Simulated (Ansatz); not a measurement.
`[F][AlH][CH2][GeH3]` + H–F → `[F][AlH][F]` + `[CH3][GeH3]` at 400 K and 1 bar (ligand exchange at the Al–C bond).

Gas-phase electronic energies from Ansatz, PBE0-D4/def2-TZVP geometries. CCSD(T)/CBS is the MP2 limit (def2-TZVPP, def2-QZVPP) plus CCSD(T) − MP2 in def2-TZVPP, frozen cores. This one scheme is used for every species. For Ge outer-core shells are correlated without core-valence functions, which leaves a few kJ/mol of doubt a bond. Scalar relativity is left out up to krypton. One conformer a species, not always the lowest.

```csv
species,CCSD(T)/CBS energy (Eh),H − E (kJ/mol),S (J/(mol·K))
`[F][AlH][CH2][GeH3]`,-2459.65666,188.9,404.0
H–F,-100.39570,36.5,182.2
`[F][AlH][F]`,-442.35155,49.2,281.7
`[CH3][GeH3]`,-2117.76728,178.0,291.9
```

H − E and S are ideal-gas, rigid-rotor, harmonic terms from PBE0-D4/def2-TZVP, for one conformer and one mirror image of each species. 1 Eh = 2625.50 kJ/mol, R = 8.31446 J/(mol·K).

Problem. By hand: ΔE, ΔH, ΔS and ΔG.

Solution. ΔE = (-442.35155) + (-2117.76728) − (-2459.65666) − (-100.39570) = -0.06647 Eh = -174.5 kJ/mol. Δ(H − E) = 49.2 + 178.0 − 188.9 − 36.5 = 1.8, so ΔH = -172.7 kJ/mol. ΔS = 281.7 + 291.9 − 404.0 − 182.2 = -12.6 J/(mol·K). ΔG = -172.7 − 400 × (-12.6)/1000 = -167.7 kJ/mol.

Problem. By hand: the equilibrium constant, and the temperature at which ΔG would vanish if ΔH and ΔS stayed fixed.

Solution. log₁₀ K = −ΔG/(RT ln 10) = 21.9. ΔG = 0 at ΔH/ΔS = 13706 K, far beyond where these terms or the molecules hold.

The number of gas molecules stays the same, so ΔS is small and ΔH decides. A doubt of 5 kJ/mol in ΔE shifts log₁₀ K by 0.7 here. Other conformers and mirror images would add mixing entropy, several J/(mol·K) or more a flexible species. Modes under 60 cm⁻¹, often nearly free rotors, make the harmonic entropy too high. These are equilibria of isolated gas molecules and say nothing of rates. Largest T1 diagnostic: 0.013 (customary marks: 0.02 for closed shells, 0.045 for open ones).
